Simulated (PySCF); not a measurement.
CH3BrMg, singlet, geometry from GFN2-xTB (such geometries of metal compounds can be far from the true shape); DF-CAMB3LYP/def2-QZVPP (PySCF).

The PySCF input:
```python
from pyscf import gto, scf, dft

mol = gto.M(
    atom='''
Mg   -0.025566   -0.377196    1.181885
Br    0.472144    0.367787   -1.017122
C    -1.692125   -0.897765    2.319775
H    -2.180997   -1.744601    1.840569
H    -2.383673   -0.056496    2.303027
H    -1.500807   -1.158520    3.354421
''',
    basis='def2-qzvpp',
    charge=0,
    spin=0,
    verbose=4,
    max_memory=1800,
)

mf = dft.RKS(mol)
mf.xc = 'camb3lyp'
mf = mf.density_fit(auxbasis='def2-universal-jkfit')
mf.kernel()
```

**Question.** What does PySCF print? Leave out banner, timings and long lists.

**Answer.** 
```
PySCF version 2.14.0

[INPUT] verbose = 4
[INPUT] num. atoms = 6
[INPUT] num. electrons = 56
[INPUT] charge = 0
[INPUT] spin (= nelec alpha-beta = 2S) = 0
[INPUT] symmetry False subgroup None
[INPUT] Mole.unit = angstrom
[INPUT] Symbol           X                Y                Z      unit          X                Y                Z       unit  Magmom
[INPUT]  1 Mg    -0.025566000000  -0.377196000000   1.181885000000 AA   -0.048312738101  -0.712797135281   2.233438960732 Bohr   0.0
[INPUT]  2 Br     0.472144000000   0.367787000000  -1.017122000000 AA    0.892222851357   0.695016702175  -1.922082015270 Bohr   0.0
[INPUT]  3 C     -1.692125000000  -0.897765000000   2.319775000000 AA   -3.197652818530  -1.696529974220   4.383739420613 Bohr   0.0
[INPUT]  4 H     -2.180997000000  -1.744601000000   1.840569000000 AA   -4.121487008498  -3.296818086642   3.478171323365 Bohr   0.0
[INPUT]  5 H     -2.383673000000  -0.056496000000   2.303027000000 AA   -4.504489140520  -0.106761967133   4.352090287479 Bohr   0.0
[INPUT]  6 H     -1.500807000000  -1.158520000000   3.354421000000 AA   -2.836114195830  -2.189285509831   6.338936996490 Bohr   0.0

nuclear repulsion = 167.374395148246
number of shells = 95
number of NR pGTOs = 442
number of NR cGTOs = 299
basis = def2-qzvpp
ecp = {}

******** <class 'pyscf.df.df_jk.DFRKS'> ********
method = DFRKS
initial guess = minao
damping factor = 0
level_shift factor = 0
DIIS = <class 'pyscf.scf.diis.CDIIS'>
diis_start_cycle = 1
diis_space = 8
diis_damp = 0
SCF conv_tol = 1e-09
SCF conv_tol_grad = None
SCF max_cycles = 50
direct_scf = False
XC library pyscf.dft.libxc version 7.1.2
    S. Lehtola, C. Steigemann, M. J. T. Oliveira, and M. A. L. Marques,  SoftwareX 7, 1–5 (2018)
XC functionals = camb3lyp
    T. Yanai, D. P. Tew, and N. C. Handy,  Chem. Phys. Lett. 393, 51 (2004)
radial grids:
    Treutler-Ahlrichs [JCP 102, 346 (1995); DOI:10.1063/1.469408] (M4) radial grids

becke partition: Becke, JCP 88, 2547 (1988); DOI:10.1063/1.454033
pruning grids: <function nwchem_prune>
grids dens level: 3
symmetrized grids: False
atomic radii adjust function: <function treutler_atomic_radii_adjust>
small_rho_cutoff = 0
Set gradient conv threshold to 3.16228e-05
Initial guess from minao.
tot grids = 82552
******** <class 'pyscf.df.df.DF'> ********
auxbasis = def2-universal-jkfit
Create RSH-DF object <pyscf.df.df.DF object> for omega=0.33
******** <class 'pyscf.df.df.DF'> ********
auxbasis = auxmol.basis = def2-universal-jkfit
init E= -2810.79610593609
  HOMO = -0.320546692949386  LUMO = -0.0926910347129017  gap/eV = 6.20027
cycle= 1 E= -2814.33832670333  delta_E= -3.54  |g|= 1.25  |ddm|= 1.82
  HOMO = -0.277697682577983  LUMO = -0.0494953318340386  gap/eV = 6.20970
cycle= 2 E= -2814.35589343467  delta_E= -0.0176  |g|= 0.574  |ddm|= 0.587
  HOMO = -0.330751257629898  LUMO = -0.0465437843745099  gap/eV = 7.73368
cycle= 3 E= -2814.38604316119  delta_E= -0.0301  |g|= 0.213  |ddm|= 0.316
  HOMO = -0.315514880926776  LUMO = -0.0429141629713294  gap/eV = 7.41784
cycle= 4 E= -2814.39400030281  delta_E= -0.00796  |g|= 0.0401  |ddm|= 0.113
  HOMO = -0.321834875159631  LUMO = -0.0442499075021383  gap/eV = 7.55347
cycle= 5 E= -2814.39438324095  delta_E= -0.000383  |g|= 0.00548  |ddm|= 0.025
  HOMO = -0.321058954579167  LUMO = -0.0438932590817078  gap/eV = 7.54206
cycle= 6 E= -2814.39439237919  delta_E= -9.14e-06  |g|= 0.00161  |ddm|= 0.00563
  HOMO = -0.321097650094302  LUMO = -0.0438980459756175  gap/eV = 7.54299
cycle= 7 E= -2814.39439354338  delta_E= -1.16e-06  |g|= 0.00024  |ddm|= 0.00304
  HOMO = -0.321122860006312  LUMO = -0.0439120928288581  gap/eV = 7.54329
cycle= 8 E= -2814.3943935837  delta_E= -4.03e-08  |g|= 0.000119  |ddm|= 0.000527
  HOMO = -0.321126065658351  LUMO = -0.0439116948876395  gap/eV = 7.54339
cycle= 9 E= -2814.39439358717  delta_E= -3.48e-09  |g|= 4.09e-05  |ddm|= 0.000137
  HOMO = -0.321121815811577  LUMO = -0.0439129870083447  gap/eV = 7.54324
cycle= 10 E= -2814.3943935878  delta_E= -6.27e-10  |g|= 8.15e-06  |ddm|= 5.77e-05
  HOMO = -0.321122186867444  LUMO = -0.043912567257113  gap/eV = 7.54326
Extra cycle  E= -2814.39439358784  delta_E= -3.77e-11  |g|= 6.39e-06  |ddm|= 1.53e-05
converged SCF energy = -2814.39439358784
```
